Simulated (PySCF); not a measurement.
## AsF₂ + NH₃ → HAsN + 2 HF

Level: PBE0 in the def2-TZVP basis family, all electrons, no relativity, computed in PySCF with density fitting; open shells unrestricted.

| species | state and structure | E (Eh) | ZPE (kJ/mol) | H(298 K) − H(0) (kJ/mol) | S° (J/(mol K)) |
| --- | --- | --- | --- | --- | --- |
| AsF₂ | doublet, C2v, As–F 1.730 Å (×2); F–As–F 96.4° | -2435.21329 | 10.0 | 11.7 | 276.4 |
| NH₃ | singlet, C3v, N–H 1.013 Å (×3); H–N–H 107.1° (×3) | -56.51312 | 90.6 | 10.0 | 192.4 |
| HAsN | doublet, Cs, As–H 1.547 Å, As–N 1.703 Å; H–As–N 95.7° | -2290.80532 | 21.3 | 10.4 | 254.7 |
| HF | singlet, C∞v, H–F 0.920 Å | -100.39188 | 24.9 | 8.7 | 173.6 |

What is the electronic reaction energy?

At PBE0/def2-TZVP, ΔE = 360.6 kJ/mol from the differences of the total energies times 2625.5, uphill. 

Add zero-point, thermal and entropy terms for 298.15 K and 1 bar.

ΔZPE = -29.5 and Δ[H(298) − H(0)] = 6.1 kJ/mol give ΔH° = 337.2 kJ/mol. ΔS° = 133.1 J/(mol K), so ΔG° = 337.2 − 298.15 × (0.1331) = 298 kJ/mol. ΔG° would change sign near 2530 K if ΔH° and ΔS° stayed fixed.

The structures come from searches over a few start shapes, so lower isomers are not excluded.
